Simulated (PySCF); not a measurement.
**Ionisation energy along the 14-electron series**

Calculated with PySCF 2.14 and a two-component X2C-1e Hamiltonian (Gaussian nucleus, no Breit or QED terms), each ion in its own even-tempered basis scaled to its charge; GMP2 freezes 1s2 and drops the highest virtual spinors. Values in eV. NIST values: (m) measured, (s) semi-empirical, (t) theoretical.

```csv
ion,configuration,GHF (spin-free),GMP2 (spin-free),GHF (screened spin-orbit),GMP2 (screened spin-orbit),NIST
Pr⁴⁵⁺,[Ne] 3s2 3p2,3655.3,3656.0,3731.1,3733.0,3729 ± 4 (t)
Nd⁴⁶⁺,[Ne] 3s2 3p2,3810.5,3811.2,3893.3,3895.2,3891 ± 4 (t)
Pm⁴⁷⁺,[Ne] 3s2 3p2,3969.2,3969.9,4059.4,4061.3,4056 ± 4 (t)
```

Between Z = 59 and Z = 61 the GMP2 (screened spin-orbit) value grows as Z to the power 2.53.
